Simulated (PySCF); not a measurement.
A structure optimised at PBE-D3(BJ)/def2-TZVP, used in a PySCF frequency run:

```xyz
9

C     -0.2322    -1.2380     0.0000
N      0.4102    -0.1306     0.0000
C     -0.1693     1.2142     0.0000
H     -1.3247    -1.2271     0.0000
H      0.3183    -2.1811     0.0000
H      1.4374    -0.1720     0.0000
H      0.1842     1.7466     0.8939
H     -1.2617     1.1438     0.0000
H      0.1842     1.7466    -0.8939
```
Charge +1, spin multiplicity 1.

Problem. Write its SMILES, formula and point group.

Solution. C=[NH+]C, C2H6N, Cs

Problem. What are its rotational constants (standard atomic weights)?

Solution. 47.762, 9.7654, 8.5496 GHz
